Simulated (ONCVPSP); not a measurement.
**Rh (Z = 45): excitation energies, all-electron against ONCV**

- Element: Rh
- Generator: ONCVPSP 4.0.1
- Type: optimised norm-conserving Vanderbilt (ONCV)
- Functional: PBE
- Relativity: scalar-relativistic
- Frozen core: [Ar] 3d10
- Valence charge: 17
- Reference configuration: 4s2 4p6 4d8 (charge +1)
- Partial waves: 4s: rc 1.65 bohr, ncon 4, nbas 8, qcut 6.6 1/bohr, 2 projectors, debl 3.9 Ha; 4p: rc 1.05 bohr, ncon 4, nbas 8, qcut 9.5 1/bohr, 2 projectors, debl 2.1 Ha; 4d: rc 1.80 bohr, ncon 4, nbas 8, qcut 9.2 1/bohr, 2 projectors, debl 3.7 Ha
- Local potential: polynomial inside 0.80 bohr (lpopt 5, dvloc0 3 Ha)
- Core correction: none

In the p channel the program set the typed energies aside and used -2.137, 0.250 Ha.

Energies are relative to the spin-unpolarised reference configuration 4s2 4p6 4d8; without spin polarisation the order of configurations can differ from experiment.

```
valence configuration  charge  ΔE all-electron (eV)  error AE − PS (meV)
      4s2 4p6 4d8 5s1       0                -7.461                 +4.4
          4s2 4p6 4d7      +2                19.511                 -0.5
          4s2 4p6 4d6      +3                52.016                 +1.8
```

(1) What are ΔE and the potential's error for 4s2 4p6 4d7 5s1?

Levels in the configuration 4s2 4p6 4d6:

| level | all-electron (eV) | pseudo (eV) |
| --- | --- | --- |
| 4s | -118.538 | -118.545 |
| 4p | -86.074 | -86.059 |
| 4d | -39.511 | -39.501 |

Note: no bound ghost flagged; GHOST(+) flagged for s at 66.3 eV.

Answers

(1) ΔE = 3.666 eV all-electron; the error (AE − PS) is +5.0 meV.
